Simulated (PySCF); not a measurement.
Species: AlH₈NOSi.
Numbering: `[NH3+:1][AlH2-:2][O:3][SiH3:4]` (hydrogens: H5, H6, H7 on N1; H8, H9 on Al2; H10, H11, H12 on Si4)

Computed by this run: PySCF 2.14.0, PBE0-D3(BJ)/def2-SVP geometry optimisation, gas phase; density fitting, grid level 1; the optimiser is geomeTRIC in internal coordinates, started from a GFN2-xTB structure with every atom displaced at random (about 0.01 Å).

Geometry at step 0:
```
atom  x, y, z in Å
N1      1.9208   -0.5769    0.2355
Al2     0.6828    1.1281    0.1832
O3     -0.8296    0.3557    0.0182
Si4    -2.2396   -0.3194   -0.1284
H5      2.8901   -0.3660    0.3155
H6      1.7491   -1.0915   -0.6177
H7      1.6098   -1.1136    1.0265
H8      1.2503    1.8347   -1.0916
H9      1.0119    1.7091    1.6095
H10    -2.0467   -1.7653   -0.3020
H11    -2.9436    0.2548   -1.2846
H12    -3.0157   -0.0780    1.1151
```

**Question.** Give the atomic forces at this geometry.

**Answer.** 
```json
{"atom": "N1", "Fx (eV/Å)": "-1.383", "Fy (eV/Å)": "0.788", "Fz (eV/Å)": "-0.366"}
{"atom": "Al2", "Fx (eV/Å)": "0.637", "Fy (eV/Å)": "-0.006", "Fz (eV/Å)": "0.193"}
{"atom": "O3", "Fx (eV/Å)": "2.001", "Fy (eV/Å)": "0.777", "Fz (eV/Å)": "0.142"}
{"atom": "Si4", "Fx (eV/Å)": "-1.583", "Fy (eV/Å)": "-0.446", "Fz (eV/Å)": "0.196"}
{"atom": "H5", "Fx (eV/Å)": "1.112", "Fy (eV/Å)": "0.175", "Fz (eV/Å)": "0.125"}
{"atom": "H6", "Fx (eV/Å)": "0.044", "Fy (eV/Å)": "-0.357", "Fz (eV/Å)": "-0.248"}
{"atom": "H7", "Fx (eV/Å)": "-0.034", "Fy (eV/Å)": "-0.526", "Fz (eV/Å)": "0.467"}
{"atom": "H8", "Fx (eV/Å)": "0.161", "Fy (eV/Å)": "0.213", "Fz (eV/Å)": "-0.430"}
{"atom": "H9", "Fx (eV/Å)": "0.052", "Fy (eV/Å)": "0.133", "Fz (eV/Å)": "0.336"}
{"atom": "H10", "Fx (eV/Å)": "-0.173", "Fy (eV/Å)": "-0.678", "Fz (eV/Å)": "-0.140"}
{"atom": "H11", "Fx (eV/Å)": "-0.457", "Fy (eV/Å)": "0.022", "Fz (eV/Å)": "-0.400"}
{"atom": "H12", "Fx (eV/Å)": "-0.376", "Fy (eV/Å)": "-0.096", "Fz (eV/Å)": "0.123"}
```

The largest, 2.15 eV/Å, acts on O3; the rms over all components is 0.621 eV/Å. The forces sum to zero within rounding, as they must for an isolated molecule in no field.

**Question.** Give the force on O3 in Eh/bohr and in nN.

**Answer.** 2.151 eV/Å ÷ 51.422 = 0.04183 Eh/bohr, and 2.151 eV/Å × 1.602 = 3.45 nN.

**Question.** How far is this geometry from the end of the optimisation?

**Answer.** 0.205 eV above it, and 0.144 Å rms away after alignment. The bonds farthest from their final lengths, with half the difference of the two atoms' forces along the bond (positive lengthens):

```csv
bond,now (Å),final (Å),force along bond (eV/Å)
O3–Si4,1.570,1.632,+1.87
N1–Al2,2.108,2.057,-0.92
Al2–H8,1.564,1.601,+0.22
Al2–O3,1.706,1.738,-0.78
Si4–H10,1.469,1.501,+0.23
Si4–H11,1.470,1.499,+0.06
```

The angle farthest from its final value is Al2–O3–Si4, 178.5° against 164.3°.

Of the 6 listed bonds off by 0.010 Å or more, this force points towards the final length in 5.

What follows is the cost of the whole optimisation. The run took 45 s of wall time on one thread, Arm Neoverse V2 (aarch64), shared host, and the process peaked at 0.42 GiB of memory.
